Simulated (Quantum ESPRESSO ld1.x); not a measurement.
Question: Radial electron density D(r) = 4 pi r^2 rho(r) of an atom or ion with 41 electrons. Method: Dirac Kohn-Sham, PBE, spin-unpolarised, spherical densities, point nucleus; computed with ld1.x of Quantum ESPRESSO 7.5.

| r (bohr) | D(r) (e/bohr) |
|---|---|
| 0.001167 | 1.201 |
| 0.001532 | 1.951 |
| 0.001995 | 3.094 |
| 0.002618 | 4.915 |
| 0.003437 | 7.678 |
| 0.004475 | 11.59 |
| 0.005874 | 17.23 |
| 0.00771 | 24.67 |
| 0.01004 | 33.37 |
| 0.01318 | 42.85 |
| 0.0173 | 50.84 |
| 0.0227 | 54.83 |
| 0.02956 | 53.52 |
| 0.03881 | 48.80 |
| 0.05094 | 46.73 |
| 0.06632 | 52.60 |
| 0.08706 | 63.70 |
| 0.1143 | 67.07 |
| 0.1488 | 56.14 |
| 0.1953 | 43.69 |
| 0.2564 | 46.37 |
| 0.3338 | 52.23 |
| 0.4381 | 40.68 |
| 0.5751 | 20.55 |
| 0.7489 | 12.48 |
| 0.9829 | 12.82 |
| 1.29 | 10.21 |
| 1.68 | 5.326 |
| 2.205 | 1.942 |
| 2.894 | 0.5367 |
| 3.769 | 0.1059 |
| 4.947 | 0.01041 |

What is the nuclear charge?

Answer: Z = 43. The innermost maximum, from 1s, lies near gamma/Z bohr with gamma = sqrt(1 - (Z/c)^2) = 0.949, here 0.0221 bohr (found: 0.0242), and its height grows with Z. The density is that of the technetium ion Tc2+ in [Kr] 4d5; the configuration itself is not fixed sharply by these data, and Z only to a few units. D(r) has 4 maxima, at r = 0.0242, 0.106, 0.329, 0.975 bohr, and minima at 0.0485, 0.213, 0.792 bohr, inside which lie 2.06, 11.14, 29.17 electrons.
